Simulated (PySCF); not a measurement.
**Structure revision by computed shifts**

A compound C6H14Si2 gives the data below (simulated from a calculation) and was assigned the structure `[SiH3]/C=C(/[SiH3])C1CCC1`.

13C{1H} NMR (computed): δ 120.6 (C), 112.9 (C), 27.8 (CH3, 3C), 18.2 (C).

1H NMR (600 MHz, computed): δ 4.20 (s, 3H), 4.12 (s, 2H), 1.07 (s, 9H).

How the numbers were obtained: PBE0-D3(BJ)/def2-SVP geometry, PBE0/pcSseg-1 with gauge-including orbitals, in PySCF 2.14 (relativity neglected, isolated molecule, fast rotation and ring inversion assumed for equivalent nuclei, one computed conformer).

Scale: 1H (σref 31.27) and 13C (σref 184.41) against TMS (reference shieldings calculated alike).

Q: Compare with the shifts computed for the proposed structure, pairing carbons in order of shift.

A: Structure with atom numbers: `[SiH3:1]/[CH:2]=[C:3](/[SiH3:4])[CH:5]1[CH2:6][CH2:7][CH2:8]1`. Hydrogens are named by the atom that carries them.

| atom | computed for proposal | given list | difference |
| --- | --- | --- | --- |
| C3 | 174.3 | 120.6 | +53.7 |
| C2 | 142.2 | 112.9 | +29.3 |
| C5 | 46.1 | 27.8 | +18.3 |
| C6 | 30.5 | 27.8 | +2.7 |
| C8 | 30.5 | 27.8 | +2.7 |
| C7 | 20.6 | 18.2 | +2.4 |

The rms difference is 26.1 ppm and the largest +53.7 ppm at C3 (fully substituted alkene carbon). The proposal also would give 5 carbon signals, not 4. The carbon types in order of shift don't match either: C, CH, CH, CH2, CH2, CH2 for the proposal against C, C, CH3, CH3, CH3, C in the data. The proposal doesn't fit.

Q: Which isomer fits?

A: `[SiH3]C#C[SiH2]C(C)(C)C`.

- Carbon types of the structure: 3 × C, 3 × CH3, leaving 5 H on heteroatoms.
- δC 120.6, 112.9: alkyne carbon.
- δC 27.8: methyl carbon; saturated and bonded to C and H only.
- δH 4.20: hydrogen on a silicon bonded to C.
- δH 1.07: hydrogen on a methyl carbon.

Other isomers checked: C1C[SiH]2CC[SiH]1CC2 (rms 67.1 ppm).

The data come from this structure; uniqueness wasn't tested.

Shifts are as computed. Against solution values, carbons near 30 ppm lie about +2 ppm off and those near 130 ppm about +5 ppm. Of 1211 compounds with measured shifts, 218 miss one by over three times the rms of a fit or turn the order of signals round; such compounds aren't used in these exercises. No couplings were computed; multiplicities are counted from neighbouring protons, with m where these are inequivalent, close in shift, in a saturated or five-membered ring or joined by F or P, and br s for small geminal =CH2 splittings.
